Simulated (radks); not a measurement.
Spherical jellium clusters: N electrons in a uniform positive sphere of charge N and radius rs N^(1/3), rs = 4.95 bohr. Calculated with a radial shooting solver with Libxc functionals: non-relativistic Kohn-Sham, LDA (Slater exchange, Perdew-Wang correlation), spin-polarised, spherical densities. Levels are named by radial order and angular momentum (1s, 1p, 1d, 2s, ...), and open shells are averaged over m.

N = 26, configuration 1s2 1p6 1d10 2s2 1f(up 6, down 0). This is the lowest configuration that the search found. Occupied and some empty levels:

level    occupation  eigenvalue (eV)  <r> (bohr)
1s up             1          -4.0948       9.307
1s down           1          -3.9317       8.709
1p up             3          -3.6908       10.67
1p down           3          -3.4683       10.42
1d up             5          -3.1454       11.58
1d down           5          -2.8955       11.51
2s up             1          -2.7611       8.768
2s down           1          -2.6513       9.128
1f up             6          -2.4794       12.33
1f down           0          -2.2207       12.37
2p up             0          -1.9240       10.47
2p down           0          -1.8098       10.58
1g up             0          -1.7132       13.05
1g down           0          -1.4592       13.18
2d up             0          -1.1091       12.46
2d down           0         -0.98539       12.61

Energy (eV): total -48.1772, kinetic 31.480, external -1496.8, Hartree 744.94, exchange-correlation -80.474, background 752.64.
